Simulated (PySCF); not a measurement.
HgBr, SMILES [Br][Hg] (connectivity only; charge and spin as stated), neutral, multiplicity 2.

Geometry: B3LYP-D3(BJ)/def2-TZVP. The spin state was assumed, not searched. The def2 effective core potentials stand for the cores of Hg; spin–orbit coupling is left out.

Two levels are set side by side: PBE/def2-TZVPD (PySCF) and ωB97X/def2-TZVPD (PySCF). Same geometry, gas phase. Differences are taken from unrounded values.

| quantity | ωB97X | PBE | PBE minus ωB97X |
|---|---|---|---|
| α-spin orbital gap (eV) | 9.81 | 4.69 | -5.12 |
| β-spin orbital gap (eV) | 7.39 | 1.27 | -6.12 |
| dipole moment (D) | 3.07 | 2.62 | -0.45 |
| mean polarisability (bohr³) | 65.8 | 62.9 | -2.8 |

Rough cost on one machine, each run with all the roots and properties that it gave: ωB97X against PBE within a factor of 2.
